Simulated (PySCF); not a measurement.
Mass spectrum arithmetic for `C#CC(C)(C)C[S+](C)C`

Species: `C#CC(C)(C)C[S+](C)C`.

Calculated from tabulated atomic weights, isotope masses and abundances; no fragmentation.

**Question.** What are the average molar mass and the monoisotopic mass?

**Answer.** For [C8H15S]+, with standard atomic weights, 8 × 12.011 + 1 × 32.060 + 15 × 1.008 = 143.268 g/mol. From the most abundant isotopes (12C, 32S, 1H), 8 × 12.000000 + 1 × 31.972071 + 15 × 1.007825 = 143.0894 u for neutral atoms; the ion's mass is 143.0889 u once 1 electron mass (0.000549 u) is taken off.

**Question.** What cluster does the ion itself show when like nominal masses merge?

**Answer.** 
| nominal mass | m/z (centroid) | relative intensity |
| --- | --- | --- |
| 143 | 143.0889 | 100.0 |
| 144 | 144.0920 | 9.6 |
| 145 | 145.0856 | 4.9 |
| 146 | 146.0884 | 0.4 |

Lines under 0.1 % of the tallest are left out. Abundances used (%; other tables differ somewhat): 12C 98.93, 13C 1.07; 32S 94.93, 33S 0.76, 34S 4.29, 36S 0.02; 1H 99.9885, 2H 0.0115.

**Question.** List the species in which a single atom is changed from its most abundant isotope.

**Answer.** Intensity in % of the monoisotopic species:

```csv
isotope,mass shift (u),m/z,intensity (%)
33S,+0.99939,144.0883,0.80
13C,+1.00335,144.0923,8.65
2H,+1.00628,144.0952,0.17
34S,+1.99580,145.0847,4.52
36S,+3.99501,147.0839,0.02
```

Species under 0.02 % are left out.

**Question.** What resolving power m/Δm just matches the spacing of the species with one 33S and with one 13C?

**Answer.** They lie 0.00397 u apart at mass 144.09, so m/Δm is about 36000.

**Question.** What is the composition by mass?

**Answer.** C 67.07 %, S 22.38 %, H 10.55 %.

**Question.** What share of all these ions is the monoisotopic species?

**Answer.** 0.9893^8 × 0.9493 × 0.999885^15 = 86.95 %.
